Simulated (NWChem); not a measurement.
# BiH2Br; SMILES [Br][BiH2]

Results from NWChem. Coordinates come from a PBE0/def2-SVP optimisation. def2 effective core potentials on Bi; no spin-orbit coupling. Ions are spin-unrestricted doublets at the neutral geometry; other ion states weren't tried.

**Question.** Predict the results for BHandHLYP/def2-SVP. Quantities: vertical ionisation energy, ΔSCF (eV); −ε(HOMO) (eV).

**Answer.** The vertical ionisation energy, ΔSCF (eV) comes out as 9.71 and the −ε(HOMO) (eV) is 8.44.
